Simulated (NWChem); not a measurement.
System: SiOF$_{3}$, doublet; SMILES F[Si](F)([O])F

The following NWChem deck was run.

```
start job
memory heap 200 mb stack 900 mb global 1100 mb
geometry units angstroms
  O      0.001801    -1.690867    -0.080153
  Si     0.019263    -0.018553    -0.005651
  F      1.052440     0.538456     1.093094
  F     -1.486785     0.384327     0.395739
  F      0.418493     0.653800    -1.410387
end
basis spherical
  O library 6-31g*
  Si library 6-31g*
  F library 6-31g*
end
dft
  odft
  mult 2
  xc hfexch
  iterations 150
end
driver
  maxiter 120
end
task dft optimize
task dft freq
```

NWChem printed, in part:

```
             Northwest Computational Chemistry Package (NWChem) 7.3.0
             --------------------------------------------------------

 C1  symmetry detected

                             Geometry "geometry" -> ""
                             -------------------------

 Output coordinates in angstroms (scale by  1.889725989 to convert to a.u.)

  No.       Tag          Charge          X              Y              Z
 ---- ---------------- ---------- -------------- -------------- --------------
    1 O                    8.0000    -0.02333701    -0.92770269    -1.42551184
    2 Si                  14.0000    -0.00045916    -0.00055167    -0.03182709
    3 F                    9.0000     1.29361496     0.94961047     0.05488158
    4 F                    9.0000     0.01900871    -1.07384042     1.16787248
    5 F                    9.0000    -1.29116541     0.94971272     0.09387640

 Effective nuclear repulsion energy (a.u.)     251.4311164391

                                Z-matrix (autoz)
                                --------

 Units are Angstrom for bonds and degrees for angles

      Type          Name      I     J     K     L     M      Value
      ----------- --------  ----- ----- ----- ----- ----- ----------
    1 Stretch                  1     2                       1.67406
    2 Stretch                  2     3                       1.60778
    3 Stretch                  2     4                       1.60985
    4 Stretch                  2     5                       1.60771
    5 Bend                     1     2     3               112.53208
    6 Bend                     1     2     4               104.55660
    7 Bend                     1     2     5               112.42500
    8 Bend                     3     2     4               110.12579
    9 Bend                     3     2     5               107.01693
   10 Bend                     4     2     5               110.21275

  xc_inp: hfexch multiplicative factor not found.

                           NWChem Geometry Optimization
                           ----------------------------

 maximum gradient threshold         (gmax) =   0.000450
 rms gradient threshold             (grms) =   0.000300
 maximum cartesian step threshold   (xmax) =   0.001800
 rms cartesian step threshold       (xrms) =   0.001200
 fixed trust radius                (trust) =   0.300000
 source of zmatrix                         =   autoz

          -------------------
          Energy Minimization
          -------------------

 Using diagonal initial Hessian
 Scaling for Hessian diagonals: bonds = 1.00  angles = 0.25  torsions = 0.10

          --------
          Step   0

                                 NWChem DFT Module
                                 -----------------

 Summary of "ao basis" -> "ao basis" (spherical)
 ------------------------------------------------------------------------------
       Tag                 Description            Shells   Functions and Types
 ---------------- ------------------------------  ------  ---------------------
 O                           6-31g*                  6       14   3s2p1d
 Si                          6-31g*                  8       18   4s3p1d
 F                           6-31g*                  6       14   3s2p1d

            General Information
            -------------------
          SCF calculation type: DFT
          Wavefunction type:  spin polarized.
          No. of atoms     :     5
          No. of electrons :    49
           Alpha electrons :    25
            Beta electrons :    24
          Charge           :     0
          Spin multiplicity:     2
          Use of symmetry is: off; symmetry adaption is: off
          Maximum number of iterations: 150
          AO basis - number of functions:    74
                     number of shells:    32
          Convergence on energy requested:  1.00D-06
          Convergence on density requested:  1.00D-05
          Convergence on gradient requested:  5.00D-04

              XC Information
              --------------
                     Hartree-Fock (Exact) Exchange  1.000

      Superposition of Atomic Density Guess
      -------------------------------------

 Sum of atomic energies:        -661.68865582

      Non-variational initial energy
      ------------------------------

 Total energy =    -662.135712
 1-e energy   =   -1422.200817
 2-e energy   =     508.633989
 HOMO         =      -0.453077
 LUMO         =       0.039048

[...]

      ----------------------
      Optimization converged
      ----------------------

  Step       Energy      Delta E   Gmax     Grms     Xrms     Xmax
  ---- ---------------- -------- -------- -------- -------- --------
@    4    -662.28660689 -1.1D-06  0.00002  0.00001  0.00099  0.00170
                                     ok       ok       ok       ok

                                Z-matrix (autoz)
                                --------

 Units are Angstrom for bonds and degrees for angles

      Type          Name      I     J     K     L     M      Value     Gradient
      ----------- --------  ----- ----- ----- ----- ----- ---------- ----------
    1 Stretch                  1     2                       1.65184   -0.00002
    2 Stretch                  2     3                       1.56102    0.00001
    3 Stretch                  2     4                       1.55993    0.00001
    4 Stretch                  2     5                       1.56100    0.00001
    5 Bend                     1     2     3               111.13200    0.00000
    6 Bend                     1     2     4               106.37977    0.00000
    7 Bend                     1     2     5               111.08411    0.00000
    8 Bend                     3     2     4               110.25517   -0.00001
    9 Bend                     3     2     5               107.72349    0.00000
   10 Bend                     4     2     5               110.29118   -0.00001

                         Geometry "geometry" -> "geometry"
                         ---------------------------------

 Output coordinates in angstroms (scale by  1.889725989 to convert to a.u.)

  No.       Tag          Charge          X              Y              Z
 ---- ---------------- ---------- -------------- -------------- --------------
    1 O                    8.0000    -0.02264641    -0.88919094    -1.41235257
    2 Si                  14.0000    -0.00025923    -0.00464916    -0.01748099
    3 F                    9.0000     1.26160769     0.91200511     0.04743271
    4 F                    9.0000     0.01838259    -1.03304557     1.15531248
    5 F                    9.0000    -1.25942255     0.91210896     0.08637989

 Effective nuclear repulsion energy (a.u.)     258.0958892417

                Final and change from initial internal coordinates
                --------------------------------------------------

                                Z-matrix (autoz)
                                --------

 Units are Angstrom for bonds and degrees for angles

[...]

 Rotational Constants
 --------------------
 A=   0.143088 cm-1  (  0.205867 K)
 B=   0.138222 cm-1  (  0.198866 K)
 C=   0.134945 cm-1  (  0.194151 K)

 Temperature                      =   298.15K
 frequency scaling parameter      =   1.0000

 Zero-Point correction to Energy  =    8.024 kcal/mol  (  0.012787 au)
 Thermal correction to Energy     =   11.236 kcal/mol  (  0.017906 au)
 Thermal correction to Enthalpy   =   11.828 kcal/mol  (  0.018850 au)

 Total Entropy                    =   73.943 cal/mol-K
   - Translational                =   39.729 cal/mol-K (mol. weight = 100.9670)
   - Rotational                   =   25.894 cal/mol-K (symmetry #  =        1)
   - Vibrational                  =    8.321 cal/mol-K

 Cv (constant volume heat capacity) =   15.594 cal/mol-K
   - Translational                  =    2.979 cal/mol-K
   - Rotational                     =    2.979 cal/mol-K
   - Vibrational                    =    9.635 cal/mol-K

[normal modes left out]

 ----------------------------------------------------------------------------
 Normal Eigenvalue ||           Projected Infra Red Intensities
  Mode   [cm**-1]  || [atomic units] [(debye/angs)**2] [(KM/mol)] [arbitrary]
 ------ ---------- || -------------- ----------------- ---------- -----------
    1       -0.000 ||    0.000001           0.000         0.001       0.000
    2       -0.000 ||    0.000004           0.000         0.004       0.001
    3       -0.000 ||    0.000001           0.000         0.001       0.000
    4       -0.000 ||    0.000002           0.000         0.002       0.000
    5        0.000 ||    0.000002           0.000         0.002       0.000
    6        0.000 ||    0.000006           0.000         0.006       0.001
    7      105.247 ||    0.000051           0.001         0.050       0.008
    8      268.422 ||    0.002167           0.050         2.112       0.336
    9      379.304 ||    0.065891           1.520        64.234      10.210
   10      392.376 ||    0.058622           1.352        57.148       9.083
   11      406.856 ||    0.072858           1.681        71.025      11.289
   12      825.687 ||    0.000929           0.021         0.906       0.144
   13     1041.555 ||    0.238118           5.494       232.129      36.896
   14     1090.514 ||    0.260811           6.017       254.251      40.412
   15     1105.657 ||    0.268605           6.197       261.849      41.620
 ----------------------------------------------------------------------------
```

Level: UHF/6-31G* (spherical d). The radical's symmetric form is orbitally degenerate, so geometry and low modes hang on which distorted state is reached. No stability test was run on the SCF state.
